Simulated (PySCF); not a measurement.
## Relaxation of singlet BrRuN

All numbers come from PySCF, PBE0, basis Ru def2-SVP with ECP28, N def2-SVP, Br def2-SVP (scalar-relativistic core potentials, no spin–orbit coupling, density fitting). A (50,194) grid was used.

A hand-made bent start, of Cs symmetry, held to at least that symmetry:

Coordinates in bohr (charge 0 multiplicity 1):
```
Ru   -1.3051    0.0000   -1.1849
N    -3.9985    0.0000    0.7011
Br    2.3947    0.0000    1.4056
```

(1) What forces act on the atoms at the start (eV/Å)?

(2) What does it relax to?

(3) How much energy is released, and in how many steps?

Results:

(1) 
| atom | Fx | Fy | Fz |
| --- | --- | --- | --- |
| Ru1 | -6.81 | 0.00 | 5.79 |
| N2 | 6.91 | 0.00 | -5.34 |
| Br3 | -0.09 | 0.00 | -0.44 |

(2) It ends at Cs with Ru–Br 2.423 Å, Ru–N 1.542 Å; Br–Ru–N 135.7°. A frequency run shows a minimum. Other isomers or separated fragments may lie lower.

(3) 114.3 kJ/mol in 9 steps.
